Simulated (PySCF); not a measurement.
Electron affinity of Sb by level of theory

Sb⁻ [Kr] 4d10 5s2 5p4 (3P) → Sb [Kr] 4d10 5s2 5p3 (4S), as a difference of total energies. All numbers are calculated (PySCF 2.14, a scalar-relativistic core potential, in aug-cc-pVTZ-PP with one added diffuse shell each of d, f type with ECP28MDF (6s5p5d3f, 67 functions)). Correlated levels: valence: 4s2 4p6 4d10 frozen. The calculations carry no spin-orbit coupling.

Order these methods by the electron affinity they give, lowest first.
A. CCSD (valence)
B. UHF
C. MP2 (valence)
D. SCS-MP2 (valence)

B (-0.060 eV), C (0.600 eV), D (0.654 eV), A (0.706 eV).

The reference lies between the lowest fine-structure levels, while these numbers refer to the centres of the terms.

Errors of the correlated levels include the incompleteness of this basis and the frozen core.

A negative affinity means that the anion lies above the atom at that level of theory.

For comparison: 1.047 eV (measured; photodetachment measurements, as compiled on the Wikipedia data page of electron affinities).
